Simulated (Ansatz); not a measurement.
Frontier orbitals of CH₇InO₂SSi (`C[O][In]([SH])[O][SiH3]`).

```xyz
13

C    -0.492   -1.209   -1.738
O     0.839   -1.361   -1.304
In    1.530   -0.371    0.251
S     3.710   -0.514    1.106
O     0.258    0.846    1.153
Si   -1.293    1.324    1.044
H    -0.629   -1.833   -2.626
H    -0.734   -0.175   -2.016
H    -1.222   -1.535   -0.986
H     3.426    0.378    2.073
H    -2.233    0.171    1.168
H    -1.587    2.289    2.137
H    -1.573    1.990   -0.262
```

The species carries charge 0 and has multiplicity 1. Correlated methods include outer-core shells of In, which these sets cover unevenly. In: def2 effective core potential. Geometry: relaxed with PBE0-D4/def2-TZVP. It is one conformer, not always the lowest. Basis def2-TZVPP, Ansatz.

| functional | HOMO (eV) | LUMO (eV) | gap (eV) |
| --- | --- | --- | --- |
| PBE | -6.35 | -2.90 | 3.45 |
| revPBE | -6.29 | -2.77 | 3.52 |
| B97M-V | -6.78 | -2.81 | 3.97 |
| PBE0 | -7.83 | -2.01 | 5.82 |
| r2SCANh | -7.22 | -2.36 | 4.86 |
| ωB97M-V | -10.13 | -0.14 | 9.99 |
| HF | -10.81 | 1.30 | 12.11 |

(1) What is the vertical ionisation energy at frozen-core CCSD(T)/def2-TZVPP? (An estimate is asked.)

## Answers

(1) Computed: 10.05 eV (T1 of the cation 0.026).

A quarter of exact exchange (PBE0) shifts PBE's HOMO by −1.48 eV and its LUMO by +0.89 eV; full exchange at long range (ωB97M-V) shifts them by −3.78 and +2.76 eV. The gap opens from 3.45 to 9.99 eV, since occupied levels lose self-interaction and empty ones feel all the electrons. −ε(HOMO) differs from that ionisation energy by −3.70 eV with PBE and +0.09 eV with ωB97M-V.
